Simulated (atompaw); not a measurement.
## Pb (Z = 82): one change to a PAW (atompaw) potential, before and after

```json
{"Element": "lead (Pb)", "Generator": "atompaw 4.2.0.5", "Type": "PAW", "Functional": "PBE", "Relativity": "scalar-relativistic", "Frozen core": "[Xe] 4f14 5d10", "Valence charge": "4", "Reference configuration": "6s1 6p3", "Partial waves": "6s (bound): rc 2.40 bohr; 6s channel at 0.35 Ry: rc 2.20 bohr; 6p (bound): rc 2.40 bohr; 6p channel at 1.1 Ry: rc 2.15 bohr; 6d channel at 0.1 Ry: rc 2.40 bohr; 6d channel at 1.5 Ry: rc 2.40 bohr", "Local potential": "ultrasoft scheme with l = 3 at 0.5 Ry, radius 2.20 bohr", "Core correction": "smooth core density matched at 1.75 bohr", "Augmentation charge": "gaussian compensation charge, radius 2.15 bohr; PAW radius 2.40 bohr; waves and projectors: custom polynom2 7 10 vanderbiltortho"}
```

All-electron outer shells of the reference configuration (PBE, scalar-relativistic, ld1.x):

| shell | level (eV) | outermost node (bohr) | outermost maximum (bohr) |
| --- | --- | --- | --- |
| 5p | -87.65 | 0.49 | 0.88 |
| 5d | -22.87 | 0.52 | 1.07 |
| 6s | -13.14 | 1.01 | 1.95 |
| 6p | -4.22 | 1.18 | 2.60 |

Change: all radii scaled by about 0.77 (s 1.84, p 1.84, d 1.84 bohr); local potential ultrasoft scheme with l = 3 at 0.5 Ry, radius 1.68 bohr; augmentation gaussian compensation charge, radius 1.64 bohr; PAW radius 1.84 bohr; waves and projectors: custom polynom2 7 10 vanderbiltortho; core correction smooth core density matched at 1.34 bohr.

Cutoffs: the cutoffs (Ry, on a coarse ladder) from which the occupation-weighted sum of valence levels, in a spherical-Bessel basis at the reference potential, stays within 10 and 1 mRy of its value at 400 Ry; they do not see the model core or the augmentation charge, which bear on the density cutoff.

Problem. What does the change do?

Solution. The potential gets harder (10 Ry and 12 Ry → 18 Ry and 21 Ry); the bound ghosts move from d to d, p, s. A smaller radius makes the pseudo-wave follow the all-electron one further in, where it bends more sharply, so more plane waves are needed.

| quantity | base | changed |
| --- | --- | --- |
| cutoff, loose | 10 Ry | 18 Ry |
| cutoff, tight | 12 Ry | 21 Ry |
| loose cutoff by channel (10 mRy a level) | s 6 Ry, p 6 Ry | s 15 Ry, p 15 Ry |
| bound ghosts | d | s, p, d |
| lowest overlap eigenvalue by channel | s 0.20, p 0.89, d 0.85 | s 0.40, p 1.00, d 0.86 |

 A true bound ghost makes a file unfit for plane-wave use even where its test errors are small: the radial tests pick states by their node count and pass the ghost by. The cutoffs see the waves, projectors and local potential, not the compensation charge or the core.
